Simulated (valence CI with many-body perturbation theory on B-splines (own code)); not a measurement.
## Au XLVI: what each term of the Hamiltonian does

Computed by configuration interaction combined with many-body perturbation theory (CI+MBPT): six valence electrons over a frozen Dirac-Fock core [Ar] 3d10, radial functions for each j: 9 s, 9 p, 8 d, 6 f, 3 g, 1 h, with the one-electron correlation potential Σ1 (screened to all orders), the two-electron term Σ2, the three-electron term Σ3, Breit, model QED; selected single and double excitations, second order for the rest, scaled by the run's own slope (own B-spline code, finite nucleus).

The last digits are not significant, and no measured levels were compared; by estimate large intervals hold to a few tenths of a per cent, small ones and those within an open d or f shell to about a per cent. Among the levels kept, up to 660 cm⁻¹ of a level comes from second order outside the variational space, and about a tenth of that is noise between levels of different J, which matters for small intervals.

Each rung adds one term. CI alone is the Dirac-Coulomb CI over the frozen core; QED comes last and gives the full result, which names the levels. Energies are above (4s^2 4p1/2^2 4p3/2^2) J=2 on the same rung, in cm⁻¹.

Levels are named by their leading jj configuration (3d3/2^4 stands for four electrons in 3d with j = 3/2), which in mixed levels can hold well under half, so a name can repeat and another be missing. Letters in brackets count levels of one name in rising energy.

```
                             Level  CI alone     + Σ1     + Σ2     + Σ3  + Breit     Full
        (4s^2 4p1/2^2 4p3/2^2) J=0     79510    79526    78477    78156    78646    78641
          (4s^2 4p1/2 4p3/2^3) J=1   1067740  1070200  1072590  1072690  1061040  1062120
          (4s^2 4p1/2 4p3/2^3) J=2   1108320  1110780  1112680  1112620  1100460  1101540
    (4s^2 4p1/2^2 4p3/2 4d3/2) J=2   1391010  1388980  1386990  1387500  1384410  1381930
    (4s^2 4p1/2^2 4p3/2 4d3/2) J=0   1417110  1415080  1412870  1413350  1410820  1408250
    (4s^2 4p1/2^2 4p3/2 4d3/2) J=1   1419990  1418010  1415630  1416090  1413000  1410330
    (4s^2 4p1/2^2 4p3/2 4d3/2) J=3   1426810  1424810  1422430  1422790  1419200  1416790
    (4s^2 4p1/2^2 4p3/2 4d5/2) J=4   1638480  1637420  1635000  1635520  1627270  1625370
    (4s^2 4p1/2^2 4p3/2 4d5/2) J=2   1656890  1655990  1652970  1653550  1646040  1643640
    (4s^2 4p1/2^2 4p3/2 4d5/2) J=3   1765980  1764930  1757120  1757080  1749110  1747250
    (4s^2 4p1/2^2 4p3/2 4d5/2) J=1   1795880  1794900  1788790  1788580  1781100  1778970
          (4s 4p1/2^2 4p3/2^3) J=2   2020230  2021490  2019680  2020140  2017120  2006910
          (4s 4p1/2^2 4p3/2^3) J=1   2127260  2128560  2124510  2124830  2121340  2111320
                (4s^2 4p3/2^4) J=0   2207450  2212360  2216230  2216100  2192810  2194890
(4s^2 4p1/2 4p3/2^2 4d3/2) J=1 [a]   2419440  2419870  2420190  2421020  2406320  2404690
(4s^2 4p1/2 4p3/2^2 4d3/2) J=2 [a]   2419680  2420090  2420830  2421670  2406480  2405080
    (4s^2 4p1/2 4p3/2^2 4d3/2) J=0   2422730  2423170  2423940  2424800  2409720  2408130
(4s^2 4p1/2 4p3/2^2 4d3/2) J=3 [a]   2454420  2454860  2455180  2455870  2439940  2438600
    (4s^2 4p1/2 4p3/2^2 4d3/2) J=4   2492370  2492790  2492860  2493300  2476890  2475500
(4s^2 4p1/2 4p3/2^2 4d3/2) J=2 [b]   2540870  2541320  2540330  2540630  2525320  2523890
(4s^2 4p1/2 4p3/2^2 4d3/2) J=3 [b]   2623920  2624490  2617660  2617690  2601620  2600320
(4s^2 4p1/2 4p3/2^2 4d3/2) J=2 [c]   2634350  2634870  2626460  2626410  2611560  2609750
(4s^2 4p1/2 4p3/2^2 4d3/2) J=1 [b]   2642890  2643480  2634510  2634490  2620020  2617940
(4s^2 4p1/2 4p3/2^2 4d5/2) J=3 [a]   2655480  2656720  2656260  2657010  2637690  2636880
(4s^2 4p1/2 4p3/2^2 4d5/2) J=4 [a]   2655070  2656430  2656920  2657730  2637840  2637040
(4s^2 4p1/2 4p3/2^2 4d3/2) J=1 [c]   2705530  2706620  2700700  2700520  2684600  2682960
(4s^2 4p1/2 4p3/2^2 4d5/2) J=4 [b]   2707560  2708940  2708900  2709510  2688880  2688060
    (4s^2 4p1/2 4p3/2^2 4d5/2) J=0   2712940  2714490  2714860  2715580  2696250  2694620
(4s^2 4p1/2 4p3/2^2 4d5/2) J=1 [a]   2716530  2717470  2713930  2714330  2696340  2694730
    (4s^2 4p1/2 4p3/2^2 4d5/2) J=5   2722740  2724130  2724270  2724750  2703540  2702640
(4s^2 4p1/2 4p3/2^2 4d5/2) J=2 [a]   2791210  2792600  2791420  2791600  2772450  2771690
```

**Question.** How does the ionisation energy move along the ladder, and which term matters most?

**Answer.** CI alone 2386.3, + Σ1 2387.9, + Σ2 2388.3, + Σ3 2387.8, + Breit 2386.0, + QED 2385.8 eV. The largest step is Breit, -1.8 eV. NIST lists 2383 ± 4 eV (theoretical).
